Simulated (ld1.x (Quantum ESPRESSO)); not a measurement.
Ba: variants of one TM potential

Base potential:

```json
{"Element": "Ba", "Generator": "ld1.x (Quantum ESPRESSO) 7.5", "Type": "norm-conserving Troullier–Martins (Kleinman–Bylander form)", "Functional": "LDA (PZ)", "Relativity": "scalar-relativistic", "Frozen core": "[Xe]", "Valence charge": "2", "Reference configuration": "5d0 6s1 6p0 (charge +1)", "Partial waves": "6p (bound, empty): rc 3.70 bohr; 5d (bound, empty): rc 4.05 bohr; 6s (bound): rc 2.85 bohr", "Local potential": "the s channel", "Core correction": "none"}
```

Cutoffs, loose and tight: the cutoffs (Ry, on a coarse ladder) from which the occupation-weighted sum of valence levels, in a spherical-Bessel basis at the reference potential, stays within 10 and 1 mRy of its value at 400 Ry. They do not see the model core or the augmentation charge, which bear on the density cutoff. Test errors are all-electron minus pseudo excitation energies from the reference, over the configurations 5d0 6s2 6p0; 5d0 6s1.5 6p0; 5d0 6s1 6p1; 5d0 6s0 6p2; 5d0.5 6s1.5 6p0; 5d0 6s0 6p1; 5d1 6s0 6p0 (two spin-polarised tests are not counted in the largest error). A dash means not determined; rows that change the core or the reference have their own tests.

A true bound ghost makes a file unfit for plane-wave use even where its test errors are small: the radial tests pick states by their node count and pass the ghost by.

```csv
change,outcome,"cutoff, loose","cutoff, tight",bound ghosts,largest test error (meV)
base,generated,8 Ry,25 Ry,"p, s (extra level of the local part)",+521
reference 5d0 6s2 6p0,generated,8 Ry,30 Ry,p,+484
wave 6s (bound): rc 2.85 bohr becomes 6s (bound): rc 4.08 bohr,generated,6 Ry,6 Ry,p,+359
functional PBE,generated,8 Ry,25 Ry,"p, s (extra level of the local part)",+855
"all radii scaled by about 1.35 (s 3.84, p 4.98, d 5.44 bohr)",generated,6 Ry,6 Ry,none,+327
core correction a·sin(br)/r model core inside 2.82 bohr,generated,8 Ry,25 Ry,"p, s (extra level of the local part)",-20
functional PBEsol,generated,8 Ry,25 Ry,"p, s (extra level of the local part)",+804
wave 6p (bound): rc 3.70 bohr becomes 6p (bound): rc 3.72 bohr,generated,8 Ry,25 Ry,"p, s (extra level of the local part)",+521
wave 5d (bound): rc 4.05 bohr becomes 5d (bound): rc 4.24 bohr,generated,8 Ry,25 Ry,"p, s (extra level of the local part)",+521
```

Problem. What comes out with this change to the base: wave 5d (bound): rc 4.05 bohr becomes 5d (bound): rc 5.40 bohr?

Solution. outcome: generated; cutoff, loose: 8 Ry; cutoff, tight: 25 Ry; bound ghosts: p; largest test error (meV): +496.

Problem. What comes out with this change to the base: wave 6p (bound): rc 3.70 bohr becomes 6p (bound): rc 4.40 bohr?

Solution. outcome: generated; cutoff, loose: 8 Ry; cutoff, tight: 25 Ry; bound ghosts: s (extra level of the local part); largest test error (meV): +521.

Problem. What comes out with this change to the base: local potential the p channel?

Solution. outcome: generated; cutoff, loose: 8 Ry; cutoff, tight: 25 Ry; bound ghosts: s; largest test error (meV): +518.
